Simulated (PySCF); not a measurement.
PySCF job for Si(Cl)(NCO)(OH)2 (CH2ClNO3Si), SMILES O[Si](Cl)(O)N=C=O, PBE0-D3(BJ)/def2-SVP. Geometry: PBE0-D3(BJ)/def2-SVP. This is a generated structure with no PubChem entry under its InChIKey; it may be hypothetical. Other conformers were not sampled.

```python
import numpy as np
from pyscf import gto, scf, dft, df
from pyscf.hessian import thermo

mol = gto.M(
    atom='''
    O     2.83459948   -1.39433522   -1.44612478
    C     1.85843391   -0.87173175   -1.08473040
    N     0.84422915   -0.34128591   -0.73067843
    Si   -0.48528964    0.43730396   -0.02211054
    O    -1.83605018    0.34578809   -0.94637946
    O    -0.07437232    2.00586277    0.16842888
    Cl   -0.85571937   -0.48803147    1.77881966
    H    -2.33521775   -0.47601288   -0.93871299
    H    -0.77712156    2.61115920    0.42406082
    ''',
    basis='def2-SVP',
    charge=0,
    spin=0,
    max_memory=1600,
    verbose=3,
)
mf = dft.RKS(mol, xc='pbe0').density_fit(auxbasis='def2-universal-jkfit')
mf.disp = 'd3bj'
mf.grids.level = 3
mf.conv_tol = 1e-11
mf.max_cycle = 100
mf.kernel()

# [left out here: the lines that compute and print the analytic Hessian (its translational invariance restored by hand, since the grid's response is missing), thermochemistry and intensities]
```

Log of the run:

```
converged SCF energy = -1068.54156773057

WARN: DFTD3 does not support analytical Hessian, using finite difference


WARN: Mole.unit (angstrom) is changed to Bohr

Mode                                 0                   1                   2
Irrep
Freq [cm^-1]                       37.4981             47.1489            150.4990
Reduced mass [au]                  16.3694             10.4355              1.3287
Force const [Dyne/A]                0.0136              0.0137              0.0177
Char temp [K]                      53.9514             67.8368            216.5345
Normal mode                   x     y     z       x     y     z       x     y     z
       0   O                 0.03  0.09 -0.11   -0.06 -0.08 -0.09    0.00 -0.00 -0.01
       1   C                 0.02  0.01 -0.03    0.01 -0.00 -0.01    0.02  0.00  0.02
       2   N                 0.00 -0.09  0.07    0.09  0.09  0.09    0.03  0.02  0.05
       3  Si                 0.01 -0.03  0.02    0.02  0.02  0.02    0.01  0.01  0.01
       4   O                 0.03 -0.01 -0.01    0.06 -0.06 -0.05   -0.02  0.01  0.05
       5   O                 0.06 -0.04 -0.02   -0.08  0.04  0.03    0.02  0.02 -0.05
       6  Cl                -0.07  0.04  0.03   -0.02  0.01  0.00   -0.02 -0.04 -0.02
       7   H                -0.00  0.01  0.01    0.10 -0.08 -0.04   -0.32  0.19  0.53
       8   H                 0.08 -0.01 -0.03   -0.12 -0.00 -0.01   -0.10  0.10 -0.55
Mode                                 3                   4                   5
Irrep
Freq [cm^-1]                      173.0087            246.6004            270.9349
Reduced mass [au]                   1.8555              3.6185              3.3956
Force const [Dyne/A]                0.0327              0.1296              0.1469
Char temp [K]                     248.9210            354.8030            389.8150
Normal mode                   x     y     z       x     y     z       x     y     z
       0   O                 0.01 -0.02  0.01   -0.02  0.01 -0.01    0.04 -0.03 -0.00
       1   C                 0.01  0.03 -0.03   -0.01  0.01  0.04    0.04  0.00 -0.05
       2   N                 0.03  0.08 -0.07    0.01  0.00  0.10    0.03  0.04 -0.10
       3  Si                 0.01 -0.00 -0.01   -0.01  0.03  0.01    0.05 -0.01  0.02
       4   O                -0.01 -0.09  0.04   -0.03 -0.00  0.06   -0.03  0.02  0.13
       5   O                 0.05 -0.01  0.01    0.04  0.04 -0.14   -0.02  0.01 -0.02
       6  Cl                -0.05  0.02 -0.01   -0.00 -0.05 -0.03   -0.06  0.00  0.01
       7   H                -0.18  0.02  0.43    0.18 -0.13 -0.18    0.27 -0.17 -0.29
       8   H                 0.19 -0.07  0.50    0.20  0.03  0.33   -0.11 -0.00 -0.24
Mode                                 6                   7                   8
Irrep
Freq [cm^-1]                      305.1013            325.9560            345.9564
Reduced mass [au]                   3.8382              7.6989              5.6141
Force const [Dyne/A]                0.2105              0.4819              0.3959
Char temp [K]                     438.9728            468.9781            497.7543
Normal mode                   x     y     z       x     y     z       x     y     z
       0   O                -0.05  0.02  0.03   -0.01 -0.02 -0.00   -0.01 -0.00 -0.01
       1   C                -0.06  0.04 -0.01    0.03  0.05 -0.00    0.01  0.02  0.03
       2   N                -0.06  0.05 -0.06    0.06  0.12 -0.00    0.04  0.03  0.07
       3  Si                -0.01  0.03  0.04   -0.04 -0.06 -0.00   -0.04 -0.01 -0.04
       4   O                 0.07 -0.09 -0.05   -0.03  0.08 -0.05   -0.09 -0.05  0.04
       5   O                 0.10  0.01 -0.01    0.03 -0.08 -0.06    0.08 -0.06  0.09
       6  Cl                -0.01 -0.03  0.02    0.00 -0.01  0.06    0.02  0.04 -0.05
       7   H                 0.16 -0.14 -0.08   -0.15  0.15 -0.15    0.12 -0.18 -0.14
       8   H                 0.12  0.17 -0.35    0.09 -0.02 -0.04    0.09  0.08 -0.23
Mode                                 9                  10                  11
Irrep
Freq [cm^-1]                      526.7441            626.5706            631.7713
Reduced mass [au]                  13.4655             12.0835             12.5064
Force const [Dyne/A]                2.2013              2.7950              2.9410
Char temp [K]                     757.8674            901.4956            908.9783
Normal mode                   x     y     z       x     y     z       x     y     z
       0   O                -0.06  0.03  0.02   -0.05  0.03 -0.08    0.05  0.08 -0.00
       1   C                -0.05  0.04  0.02    0.04 -0.03  0.23   -0.11 -0.22  0.00
       2   N                -0.03  0.03  0.01   -0.03  0.02 -0.07    0.05  0.09 -0.01
       3  Si                 0.03 -0.07  0.07    0.03 -0.00 -0.04   -0.01  0.00  0.01
       4   O                 0.08  0.01  0.04    0.00  0.00  0.01    0.00 -0.00 -0.00
       5   O                -0.02 -0.07 -0.03    0.00 -0.00  0.00    0.00 -0.00 -0.00
       6  Cl                 0.01  0.04 -0.08   -0.00 -0.01  0.02    0.00  0.00 -0.01
       7   H                -0.04  0.09 -0.03    0.03 -0.01  0.02   -0.02  0.01 -0.02
       8   H                -0.05 -0.12  0.02   -0.06 -0.07 -0.00    0.03  0.02 -0.00
Mode                                12                  13                  14
Irrep
Freq [cm^-1]                      654.1442            796.3184            812.3519
Reduced mass [au]                   7.9568              1.2940              1.5787
Force const [Dyne/A]                2.0060              0.4835              0.6138
Char temp [K]                     941.1679           1145.7249           1168.7935
Normal mode                   x     y     z       x     y     z       x     y     z
       0   O                -0.06  0.04  0.06    0.00 -0.00 -0.00    0.01 -0.00 -0.00
       1   C                -0.09  0.02 -0.05    0.00 -0.00  0.00    0.01 -0.00  0.00
       2   N                -0.01  0.02  0.07    0.00  0.01 -0.00    0.00  0.01 -0.01
       3  Si                 0.08 -0.01 -0.10    0.01 -0.00  0.02   -0.01 -0.02  0.04
       4   O                 0.00  0.01  0.02   -0.03  0.07 -0.05   -0.06 -0.00 -0.05
       5   O                 0.01 -0.01  0.01   -0.03 -0.06 -0.01    0.09  0.07 -0.01
       6  Cl                -0.01 -0.02  0.03    0.00  0.00 -0.00    0.00  0.00 -0.01
       7   H                 0.10 -0.05  0.04    0.58 -0.33  0.55    0.06 -0.08  0.04
       8   H                -0.16 -0.20 -0.01    0.08  0.05 -0.00   -0.50 -0.59  0.02
Mode                                15                  16                  17
Irrep
Freq [cm^-1]                      928.2466           1009.4754           1568.2581
Reduced mass [au]                   4.8146              6.9824             14.8348
Force const [Dyne/A]                2.4442              4.1922             21.4965
Char temp [K]                    1335.5401           1452.4104           2256.3743
Normal mode                   x     y     z       x     y     z       x     y     z
       0   O                 0.03 -0.01 -0.01   -0.00  0.00  0.00    0.13 -0.07 -0.05
       1   C                 0.01 -0.00 -0.00   -0.00 -0.00 -0.00   -0.03  0.02  0.01
       2   N                -0.00  0.00 -0.00    0.00  0.00  0.00   -0.17  0.09  0.07
       3  Si                -0.08  0.07 -0.03   -0.07 -0.10 -0.04    0.02 -0.01 -0.01
       4   O                 0.11  0.01  0.07    0.08  0.03  0.05   -0.00 -0.00 -0.00
       5   O                 0.01 -0.09 -0.02    0.02  0.13  0.02    0.00  0.00 -0.00
       6  Cl                 0.00 -0.00  0.01    0.00  0.00 -0.00    0.00  0.00 -0.00
       7   H                 0.11  0.02  0.07    0.20 -0.05  0.16    0.00 -0.00 -0.00
       8   H                -0.21 -0.33 -0.02    0.05  0.17  0.01    0.00  0.00 -0.00
Mode                                18                  19                  20
Irrep
Freq [cm^-1]                     2497.9969           3935.2037           3940.3147
Reduced mass [au]                  12.7168              1.0668              1.0673
Force const [Dyne/A]               46.7534              9.7332              9.7637
Char temp [K]                    3594.0614           5661.8820           5669.2356
Normal mode                   x     y     z       x     y     z       x     y     z
       0   O                 0.07 -0.04 -0.03   -0.00  0.00  0.00   -0.00  0.00  0.00
       1   C                -0.20  0.11  0.07    0.00 -0.00 -0.00    0.00 -0.00 -0.00
       2   N                 0.10 -0.05 -0.04   -0.00  0.00  0.00   -0.00  0.00  0.00
       3  Si                -0.00  0.00  0.00    0.00  0.00 -0.00   -0.00  0.00 -0.00
       4   O                -0.00  0.00 -0.00   -0.01 -0.01 -0.00    0.03  0.05  0.00
       5   O                -0.00  0.00  0.00    0.04 -0.04 -0.02    0.01 -0.01 -0.00
       6  Cl                -0.00 -0.00  0.00    0.00  0.00 -0.00   -0.00  0.00 -0.00
       7   H                 0.00 -0.00  0.00    0.09  0.14  0.00   -0.51 -0.81 -0.00
       8   H                -0.00  0.00  0.00   -0.68  0.62  0.25   -0.12  0.11  0.04
temperature 298.1500 [K]
pressure 101325.00 [Pa]
Rotational constants [GHz] 2.55642 1.12287 0.96869
Symmetry number 1
Zero-point energy (ZPE) 0.04518 [Eh]   118610.336 [J/mol]
                           tot       elec      trans        rot        vib
Entropy [J/mol/K]       396.778      0.000    170.338    121.911    104.529
Cv [J/mol/K]            118.387      0.000     12.472     12.472     93.444
Cp [J/mol/K]            126.702      0.000     20.786     12.472     93.444
Internal energy [J/mol]                      3718.434   3718.434 134193.133
Internal energy [Eh]   -1068.48762  -1068.54157
Enthalpy [J/mol]                             6197.391   3718.434 134193.133
Enthalpy [Eh]          -1068.48668
Gibbs free energy [J/mol]                  -44588.804 -32629.221 103027.760
Gibbs free energy [Eh] -1068.53174
mode   freq/cm-1   IR/(km/mol)
   1       37.50         0.126
   2       47.15         0.342
   3      150.50        25.627
   4      173.01        83.853
   5      246.60        19.706
   6      270.93        81.943
   7      305.10        13.777
   8      325.96        23.012
   9      345.96        62.924
  10      526.74        59.534
  11      626.57        32.377
  12      631.77        43.044
  13      654.14       288.380
  14      796.32       232.267
  15      812.35       232.219
  16      928.25       218.958
  17     1009.48       152.644
  18     1568.26        64.474
  19     2498.00      1591.244
  20     3935.20       161.161
  21     3940.31       125.077
max |gradient| / (hartree/bohr): 5.9167949330686244e-05
APT charges: [-0.803   1.3989 -1.3606  2.5013 -0.9323 -0.9128 -0.5767  0.3424  0.3428]
```

The run converged.

Cost: roughly 3 core-minutes.
